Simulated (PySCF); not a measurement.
A PySCF script (with the pyscf-properties extension) for the NMR shieldings of SMILES [SiH3]C([SiH2]NC)[SiH3], C2H13NSi3, on a GFN2-xTB geometry:

```python
import basis_set_exchange as bse
import numpy as np
from pyscf import gto, dft
from pyscf.prop import nmr

atoms = """
C     3.145598    0.205114    0.126529
N     1.740442    0.511824    0.042334
Si    0.623940   -0.480401   -0.804513
C    -1.092285    0.286696   -0.545364
Si   -2.409407   -0.755185   -1.424171
Si   -1.507466    0.592148    1.283130
H     3.705080    0.540433   -0.754457
H     3.259517   -0.873285    0.207594
H     3.581962    0.671538    1.012034
H     1.572996    1.506041    0.066868
H     0.741394   -1.812039   -0.202235
H     0.898778   -0.607705   -2.251318
H    -1.088626    1.263640   -1.037666
H    -3.725319   -0.117530   -1.308599
H    -2.089590   -0.882555   -2.849296
H    -2.471799   -2.094554   -0.837640
H    -2.834516    1.213888    1.391670
H    -0.544879    1.511916    1.899619
H    -1.515625   -0.670730    2.023510
"""
names = dict.fromkeys(["C", "N", "Si", "H"], "pcSseg-1")
basis = {el: gto.basis.parse(bse.get_basis(n, elements=[el], fmt="nwchem")) for el, n in names.items()}
mol = gto.M(atom=atoms, basis=basis, charge=0, verbose=0)
mf = dft.RKS(mol, xc="PBE0")
mf.grids.level = 2
mf.grids.alignment = dft.numint.BLKSIZE   # the property module wants whole blocks of grid points
mf.conv_tol = 1e-9
mf.kernel()

calc = nmr.RKS(mf)   # GIAO
C = mf.mo_coeff
Co = C[:, mf.mo_occ > 0]
resp = mf.gen_response(singlet=True, hermi=2)
def vind(x):   # induced exchange potential for any number of trial vectors
    d = np.einsum("pi,xij,qj->xpq", C, 2 * x.reshape(-1, C.shape[1], Co.shape[1]), Co, optimize=True)
    return np.einsum("xpq,pi,qj->xij", resp(d - d.transpose(0, 2, 1)), C, Co, optimize=True).ravel()
mo1, _ = nmr.rhf.solve_mo1(calc, with_cphf=vind)
sigma = calc.kernel(mo1)
for i, s in enumerate(sigma):   # ppm
    w = np.linalg.eigvalsh((s + s.T) / 2)
    print("%2d %-2s iso %8.1f  s11 %8.1f  s22 %8.1f  s33 %8.1f" % (i, mol.atom_pure_symbol(i), w.mean(), *w))
```

Q: What does it print?

A: 
```
 0 C  iso    154.4  s11    130.1  s22    145.4  s33    187.8
 1 N  iso    247.7  s11    210.3  s22    247.0  s33    285.9
 2 Si iso    378.0  s11    339.9  s22    355.0  s33    439.0
 3 C  iso    204.5  s11    197.1  s22    204.7  s33    211.6
 4 Si iso    423.0  s11    391.1  s22    398.9  s33    479.0
 5 Si iso    420.1  s11    387.7  s22    398.9  s33    473.8
 6 H  iso     28.8  s11     23.3  s22     26.7  s33     36.4
 7 H  iso     29.2  s11     25.0  s22     27.3  s33     35.2
 8 H  iso     28.7  s11     23.4  s22     26.7  s33     36.1
 9 H  iso     32.3  s11     22.3  s22     33.6  s33     41.1
10 H  iso     27.1  s11     24.1  s22     26.0  s33     31.3
11 H  iso     26.6  s11     22.5  s22     25.7  s33     31.7
12 H  iso     32.4  s11     27.6  s22     29.2  s33     40.6
13 H  iso     27.6  s11     23.9  s22     25.6  s33     33.4
14 H  iso     27.6  s11     23.7  s22     25.8  s33     33.4
15 H  iso     27.9  s11     24.4  s22     26.0  s33     33.2
16 H  iso     27.7  s11     23.9  s22     25.7  s33     33.5
17 H  iso     27.5  s11     22.9  s22     27.1  s33     32.5
18 H  iso     27.8  s11     24.8  s22     25.5  s33     33.1
```

These numbers come from an equivalent density-fitted implementation of the same equations, which agrees with the script to about 0.01 ppm for H and up to a few tenths of a ppm for heavy atoms, so last digits may differ.

Q: Turn these shieldings into chemical shifts. Shifts are taken against calculated references (same method and geometry level): 13C (186.93 ppm) and 29Si (349.16 ppm) and 1H (31.72 ppm) against TMS; NH3 for 15N (267.73 ppm).

A: Averaging equivalent atoms: C 0: 32.5; C 3: -17.5; N 1: 20.0; Si 2: -28.8; Si 4/5: -72.4; H 10/11: 4.83; H 13/14/15/16/17/18: 4.04; H 6/7/8: 2.81; H 9: -0.61; H 12: -0.73 ppm. Experimental scales use liquid or dissolved standards, which lie at an offset from isolated NH3 (liquid NH3: subtract about 20 ppm).

Size and cost of the density-fitted run: 188 basis functions, 2.4 min wall time (100 s CPU) on 1 thread of an Intel Xeon, shared host; peak memory 0.85 GiB.
